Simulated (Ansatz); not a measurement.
Consider the substitution at a C–Ge bond: `[CH3][GeH]1[O][SiH2]1` + `[CH3][Al]([F])[SH]` → `C[S][Al]([CH3])[F]` + `[O]1[SiH2][GeH2]1`.

Isolated molecules relaxed with PBE0-D4/def2-TZVP in Ansatz; ΔE leaves out vibrations. CCSD(T)/CBS adds triple-zeta CCSD(T) − MP2 to the extrapolated MP2 energy (def2 sets, frozen cores). DFT in def2-TZVPP. B3LYP here is the variant with VWN-RPA as its local correlation; programs differ in this. HSE06 is defined as in plane-wave codes. For Ge outer-core shells are correlated without core-valence functions, which leaves a few kJ/mol of doubt a bond. Scalar relativity is left out up to krypton. Each species was taken in one conformer, which may not be the lowest.

```
             level  ΔE (kcal/mol)  difference from CCSD(T)/CBS
         revPBE-D4           12.9                         -2.0
           ωB97X-V           13.9                         -1.0
          PBE-QIDH           14.9                          0.0
              BLYP           13.8                         -1.1
             B3LYP           14.1                         -0.8
             HSE06           14.1                         -0.8
             BHLYP           14.2                         -0.7
RPA@PBE/def2-TZVPP           14.6                         -0.3
SCS-MP2/def2-TZVPP           15.1                          0.2
      HF/CBS(def2)           14.0                         -0.9
       CCSD(T)/CBS           14.9                            0
```

Task: What do rigid-rotor, harmonic-oscillator terms from PBE0-D4/def2-TZVP frequencies (298.15 K, 1 bar) make of the CCSD(T)/CBS value? (Estimate.)

Result: Computed: ΔZPE = +0.5 kcal/mol, ΔH = +15.2 kcal/mol, ΔS = -4 J/(mol·K), ΔG = +15.5 kcal/mol. Modes under 50 cm⁻¹ make the entropy rough.

Largest T1 diagnostic among the species: 0.014.

Leaving LDA and LC-ωPBE aside and taking each functional with its dispersion term where it has one, the values spread over 2.0 kcal/mol, from revPBE-D4 to PBE-QIDH. In def2-TZVPP, CCSD(T) changes the Hartree–Fock value by +1.1 kcal/mol (the triples alone add −0.1 kcal/mol) and MP2 by +1.6 kcal/mol.
